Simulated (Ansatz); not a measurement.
niobium atom (Nb), sextet (all electrons, no relativity); BLYP/3-21G (Ansatz, a quantum-chemistry and plane-wave program).

Here is a job for Ansatz.
Ansatz 0.2 input:
```yaml
crystal:
  periodic: [false, false, false]
  atoms:
    - {symbol: Nb, position_ang: [0.00000000, 0.00000000, 0.00000000]}
basis:
  gaussian:
    orbitals: 3-21G.json
hamiltonian:
  xc: blyp
magnetization: {spin_polarized: true, initial_magnetization: 5}
```
The basis file holds 3-21G in the JSON format of the Basis Set Exchange.

It wrote (shortened):

```
Functional definition: BLYP
441 factors; their error is unknown
mean field evaluation 1: about -101707.8647 eV, gradient 2.5e1 eV
mean field evaluation 2: about -101652.1561 eV, gradient 5.4e1 eV
mean field evaluation 4: about -101678.4970 eV, gradient 3.7e1 eV
mean field evaluation 8: about -101710.4584 eV, gradient 1.3e1 eV
mean field evaluation 16: about -101713.1439 eV, gradient 6.5e-1 eV
mean field evaluation 32: about -101710.8728 eV, gradient 9.8e0 eV
mean field evaluation 64: about -101713.1156 eV, gradient 3.4e-4 eV
mean field evaluation 96: about -101709.1048 eV, gradient 1.1e1 eV
mean field evaluation 128: about -101713.1359 eV, gradient 2.1e-2 eV
mean field evaluation 160: about -101712.7567 eV, gradient 1.4e0 eV
mean field -101713.13591446 eV, -3737.8888012166 hartree, gradient 1.6e-6 eV, S^2 8.750103; 9 other end points of the search recorded, 0 dependent functions left out
reference -101713.13612110 eV, -3737.8888088106 hartree; 23, 18 occupied and 16, 21 virtual orbitals, 441 factors
Total energy: -101713.13612110 eV, -3737.8888088106 hartree
```
